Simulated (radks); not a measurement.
Values are calculated unless marked as measured or tabulated.
Task: Ionisation of Ti, [Ar] 3d2 4s2, to Ti+, [Ar] 3d2 4s1, under several functionals. Dirac Kohn-Sham, spin-unpolarised, spherical densities, point nucleus; open shells fill j = l - 1/2 first; a radial shooting solver on a logarithmic mesh with Libxc functionals. Known Delta-SCF values: PW91 7.390 eV; XLYP 7.303 eV. What does LDA (Slater exchange, VWN5 correlation) give, and what is its highest occupied eigenvalue?

Result: 7.525 eV by Delta-SCF; the 3d3/2 eigenvalue is -4.482 eV. NIST: 6.828 eV (measured).

Beside tabulated values, note that spin-unpolarised runs miss the spin-polarisation part of the exchange energy of open shells.
